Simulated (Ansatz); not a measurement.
The same molecule with X = B, Al, Ga. Ansatz, PBE0-D4/def2-TZVP geometries, multiplicity 1.

Scalar relativity is left out up to krypton.

| X | molecule | mean X–Cl bond length / Å | mean X–H bond length / Å | mean X–Si bond length / Å | LUMO energy (ωB97M-V/def2-TZVPP) / eV | HOMO energy (PBE/def2-TZVPP) / eV | HOMO–LUMO gap (PBE0/def2-TZVPP) / eV |
| --- | --- | --- | --- | --- | --- | --- | --- |
| B | `[SiH3]BCl` | 1.739 | 1.194 | 2.016 | -0.25 | -6.74 | 5.71 |
| Ga | `[SiH3][GaH][Cl]` | 2.161 | 1.564 | 2.404 | -0.39 | -6.69 | 5.71 |

Problem. Give the row for X = Al, `[SiH3][AlH][Cl]`. (Estimate.)

Solution. Ansatz gave: 
```csv
X,molecule,mean X–Cl bond length / Å,mean X–H bond length / Å,mean X–Si bond length / Å,LUMO energy (ωB97M-V/def2-TZVPP) / eV,HOMO energy (PBE/def2-TZVPP) / eV,HOMO–LUMO gap (PBE0/def2-TZVPP) / eV
Al,`[SiH3][AlH][Cl]`,2.104,1.581,2.446,-0.34,-6.69,5.78
```

From B to Ga the mean X–Cl bond length rises at each step, by 0.422 Å in all; the mean X–H bond length isn't monotonic: highest at Al, lowest at B; the mean X–Si bond length isn't monotonic: highest at Al, lowest at B; the LUMO energy (ωB97M-V/def2-TZVPP) falls at each step, by 0.14 eV in all; the HOMO energy (PBE/def2-TZVPP) hardly changes; the HOMO–LUMO gap (PBE0/def2-TZVPP) isn't monotonic: highest at Al, lowest at B.
